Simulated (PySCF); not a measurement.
**Name the molecule from its bond curve**

A diatomic of charge 0 contains Ge. Its singlet curve at PBE0 in a triple-zeta basis (scalar-relativistic core potentials, PySCF), in eV from the separated fragments:

R (Å), E (eV) and a bar:
```
    1.736     -3.936 #########################
    1.816     -4.873 ###########
    1.897     -5.387 ###
    1.958     -5.568 #
    2.018     -5.614 
    2.079     -5.559 #
    2.159     -5.366 ####
    2.260     -4.995 #########
    2.381     -4.437 ##################
    2.543     -3.610 ##############################
```

The fit gives ωe = 589 cm⁻¹ and the rotational constant Bₑ = 0.1864 cm⁻¹.

Task: Which atom is the partner?

Result: The minimum lies at 2.013 Å, so the reduced mass is 16.8576 u Å² cm⁻¹/(Bₑ·Re²) = 22.32 u. With Ge at 73.92 u the partner weighs about 32.0 u: S. The molecule is GeS.
